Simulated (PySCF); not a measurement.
Positional isomers: styrene fluoro+silyl. Isolated molecules, 0 K electronic values unless said otherwise. One relaxed conformer stands for each flexible species; it need not be the lowest. Strings in code marks are SMILES.

The S1 excitation (TDA) from two functionals at the same geometries (PBE0-D3(BJ)/def2-SVP), both in PySCF: PBE-D3(BJ)/def2-TZVP and PBE0-D3(BJ)/def2-TZVP. Excitations are Tamm–Dancoff values on a coarser integration grid. The basis has no diffuse functions, so Rydberg states are missing or too high.

```
species                                           PBE-D3(BJ)/def2-TZVP (eV)  PBE0-D3(BJ)/def2-TZVP (eV)
------------------------------------------------  -------------------------  --------------------------
`C=C(F)c1ccccc1[SiH3]` (F–C–C–C torsion 157°)                          4.36                        4.86
`C=C([SiH3])c1cccc(F)c1` (Si–C–C–C torsion 144°)                       4.32                        4.91
`c1(ccccc1C(=C)[SiH3])F` (Si–C–C–C torsion 145°)                       4.34                        4.89
`C=Cc1c(F)cccc1[SiH3]` (C–C–C–C torsion 145°)                          4.35                        4.80
`C=Cc1cc(F)cc([SiH3])c1` (C–C–C–C torsion 1°)                          4.24                        4.69
`C=Cc1cc(F)ccc1[SiH3]` (C–C–C–C torsion 20°)                           4.26                        4.76
`C=Cc1cc([SiH3])ccc1F` (C–C–C–C torsion 3°)                            4.24                        4.71
`C=Cc1ccc(F)cc1[SiH3]` (C–C–C–C torsion 20°)                           4.31                        4.76
`C=Cc1ccc(c(c1)F)[SiH3]` (C–C–C–C torsion 179°)                        4.27                        4.73
`C=Cc1ccc([SiH3])cc1F` (C–C–C–C torsion 0°)                            4.24                        4.68
```

Over these rows, drawn at random from the members with no instability flagged (it was tested for open shells, ions and some series alone), PBE minus PBE0-D3(BJ): mean -0.49 eV, from -0.59 eV to -0.44 eV.
